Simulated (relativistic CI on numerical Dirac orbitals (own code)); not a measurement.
## Slater and spin-orbit integrals, Te10+

These numbers are calculated, not measured: Dirac-Coulomb-Breit CI, separate exchange-only KLI orbitals for each configuration, a model potential for QED, unscaled Slater integrals (own radial code, finite nucleus).

Slater integrals F^k, G^k are unscaled and averaged over j, outside the closed core [Ar] 3d10; ζ comes from projecting the Hamiltonian with its Breit term on Σ l·s of the shell.

- 4s2 4p6 4d6: F^2(4d,4d) = 117490, F^4(4d,4d) = 78954, ζ(4d) = 5586.8 cm⁻¹; <r>(4d) = 0.8653, <r^2>(4d) = 0.8591 (bohr units).
- 4s2 4p5 4d7: ζ(4p) = 56669, F^2(4d,4d) = 117620, F^4(4d,4d) = 79046, F^2(4p,4d) = 123430, G^1(4p,4d) = 156760, G^3(4p,4d) = 98284, ζ(4d) = 5593.6 cm⁻¹; <r>(4p) = 0.7845, <r^2>(4p) = 0.697, <r>(4d) = 0.864, <r^2>(4d) = 0.8567 (bohr units).
- 4s2 4p6 4d5 4f: F^2(4d,4d) = 117790, F^4(4d,4d) = 79160, ζ(4d) = 5653.7, F^2(4d,4f) = 104240, F^4(4d,4f) = 67641, G^1(4d,4f) = 124630, G^3(4d,4f) = 78861, G^5(4d,4f) = 55971, ζ(4f) = 224.01 cm⁻¹; <r>(4d) = 0.8628, <r^2>(4d) = 0.8545, <r>(4f) = 1.03, <r^2>(4f) = 1.245 (bohr units).

Question: Give the Racah parameters of the d shell in 4s2 4p6 4d6.

Answer: B = F²/49 − 5F⁴/441 = 1503 cm⁻¹ and C = 35F⁴/441 = 6266 cm⁻¹.

Averages of the first 10 configurations, taken without configuration mixing, which lowers the lowest level and can move excited configurations by several eV; other configurations of the list can lie among them:

| Configuration | Parity | States | Average energy above the lowest level (eV) |
| --- | --- | --- | --- |
| 4s2 4p6 4d6 | even | 210 | 7.4 |
| 4s2 4p5 4d7 | odd | 720 | 91.8 |
| 4s2 4p6 4d5 4f | odd | 3528 | 91.8 |
| 4s2 4p6 4d5 5s | even | 504 | 73.8 |
| 4s2 4p4 4d8 | even | 675 | 177.9 |
| 4s 4p6 4d7 | even | 240 | 149.4 |
| 4s2 4p6 4d5 5p | odd | 1512 | 91.5 |
| 4s2 4p6 4d4 5s2 | even | 210 | 145.0 |
| 4s2 4p6 4d5 5d | even | 2520 | 118.0 |
| 4s2 4p6 4d4 4f 5s | odd | 5880 | 159.8 |
